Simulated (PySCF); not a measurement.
**Assignment exercise: C₉H₉N₃**

Molfile (atoms numbered from 1):
```
C9H9N3
     RDKit          3D

 21 22  0  0  0  0  0  0  0  0999 V2000
    2.8914    0.5408    0.7949 C   0  0  0  0  0  0  0  0  0  0  0  0
    2.2256   -0.6398    1.0809 C   0  0  0  0  0  0  0  0  0  0  0  0
    1.0875   -0.9825    0.3745 C   0  0  0  0  0  0  0  0  0  0  0  0
    0.6053   -0.1451   -0.6242 C   0  0  0  0  0  0  0  0  0  0  0  0
   -0.6618   -0.5174   -1.3542 C   0  0  0  0  0  0  0  0  0  0  0  0
   -1.7780   -0.5099   -0.4452 N   0  0  0  0  0  0  0  0  0  0  0  0
   -2.3512    0.5516    0.1645 C   0  0  0  0  0  0  0  0  0  0  0  0
   -3.3238   -0.0057    0.9614 C   0  0  0  0  0  0  0  0  0  0  0  0
   -3.2809   -1.3409    0.7972 N   0  0  0  0  0  0  0  0  0  0  0  0
   -2.3572   -1.6310   -0.0381 N   0  0  0  0  0  0  0  0  0  0  0  0
    1.2716    1.0392   -0.9023 C   0  0  0  0  0  0  0  0  0  0  0  0
    2.4134    1.3793   -0.1968 C   0  0  0  0  0  0  0  0  0  0  0  0
    3.7820    0.8058    1.3447 H   0  0  0  0  0  0  0  0  0  0  0  0
    2.5938   -1.2949    1.8560 H   0  0  0  0  0  0  0  0  0  0  0  0
    0.5619   -1.9000    0.5965 H   0  0  0  0  0  0  0  0  0  0  0  0
   -0.8556    0.1818   -2.1733 H   0  0  0  0  0  0  0  0  0  0  0  0
   -0.5951   -1.5333   -1.7525 H   0  0  0  0  0  0  0  0  0  0  0  0
   -2.0378    1.5595   -0.0083 H   0  0  0  0  0  0  0  0  0  0  0  0
   -4.0271    0.4601    1.6196 H   0  0  0  0  0  0  0  0  0  0  0  0
    0.9001    1.6969   -1.6757 H   0  0  0  0  0  0  0  0  0  0  0  0
    2.9271    2.3025   -0.4200 H   0  0  0  0  0  0  0  0  0  0  0  0
  1  2  2  0
  2  3  1  0
  3  4  2  0
  4  5  1  0
  5  6  1  0
  6  7  1  0
  7  8  2  0
  8  9  1  0
  9 10  2  0
  4 11  1  0
 11 12  2  0
 12  1  1  0
 10  6  1  0
  1 13  1  0
  2 14  1  0
  3 15  1  0
  5 16  1  0
  5 17  1  0
  7 18  1  0
  8 19  1  0
 11 20  1  0
 12 21  1  0
M  END
```

One computed conformer, non-relativistic Hamiltonian, rapidly exchanging positions averaged, gas phase. σ from GIAO-PBE0/pcSseg-1; geometry: GFN2-xTB; PySCF.

δ = σ(ref) − σ, references computed at the same level: ¹³C (σ = 186.93 ppm) and ¹H (σ = 31.72 ppm) against TMS.

(1) Assign these signals to the numbered atoms. ¹³C{¹H} NMR (computed): δ 144.1 (C), 139.4 (CH), 134.8 (CH), 134.2 (CH), 134.0 (CH), 128.8 (CH), 56.4 (CH2).

(2) Assign these signals to the numbered atoms. ¹H NMR (300 MHz, computed): δ 7.75 (m, 1H), 7.71 (m, 2H), 7.67 (m, 2H), 7.62 (m, 1H), 7.39 (m, 1H), 5.53 (s, 2H).

## Answers

(1) 
```tsv
δ (ppm)	atoms	environment	reason
144.1	C4	substituted aromatic carbon	–
139.4	C8	aromatic CH next to a ring nitrogen	–
134.8	C2/C12	aromatic CH	the aromatic region
134.2	C1	aromatic CH	–
134.0	C3/C11	aromatic CH	–
128.8	C7	aromatic CH next to a ring nitrogen	–
56.4	C5	sp3 CH2 bonded to N, on an aromatic ring	deshielded by the electronegative neighbour
```

C2/C12 and C1; C1 and C3/C11 lie closer than the usual error of such a calculation, so a measured spectrum could show them in the other order.

(2) 
7.75 → H19, hydrogen on an aromatic CH next to a ring nitrogen: it sits in the deshielding region of the aromatic ring current
7.71 → H15/H20, hydrogen on an aromatic CH: the ring current deshields protons in the ring plane
7.67 → H14/H21, hydrogen on an aromatic CH
7.62 → H13, hydrogen on an aromatic CH
7.39 → H18, hydrogen on an aromatic CH next to a ring nitrogen: the ring current deshields protons in the ring plane
5.53 → H16/H17, hydrogen on an sp3 CH2 bonded to N, on an aromatic ring: its carbon carries N, an electronegative neighbour

H19 and H15/H20; H15/H20 and H14/H21; H14/H21 and H13 lie closer than the usual error of such a calculation, so a measured spectrum could show them in the other order.

Shifts are as computed. Against solution values, carbons near 30 ppm lie about +3 ppm off and those near 130 ppm about +5 ppm. Of 1211 compounds with measured shifts, 218 miss one by over three times the rms of a fit or turn the order of signals round; such compounds aren't used in these exercises. Multiplicities follow the n + 1 count of equivalent neighbours, as no J values were calculated; m marks all less simple cases, F and P coupling included.
